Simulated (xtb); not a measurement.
xtb input:

```bash
xtb mol.xyz --gfn 1 --sp --chrg 1 --uhf 0
```
mol.xyz:
```
9

B     -0.09320651    -0.35603142     0.04988833
Cl    -0.19842545     1.35671977    -0.17673327
N      1.37580856    -0.91134000     0.08869693
N     -1.12564956    -1.24020545     0.19313301
H      1.90573454    -0.46092451     0.84123126
H      1.44437762    -1.92244809     0.22232513
H     -1.04260799    -2.23714686     0.32451608
H     -2.08591800    -0.92489798     0.17414507
H      1.86656608    -0.67784335    -0.78000322
```

Task: Predict the final energy.

Result: -14.42784 Eh (GFN1-xTB).

It need not be the lowest isomer of its formula.
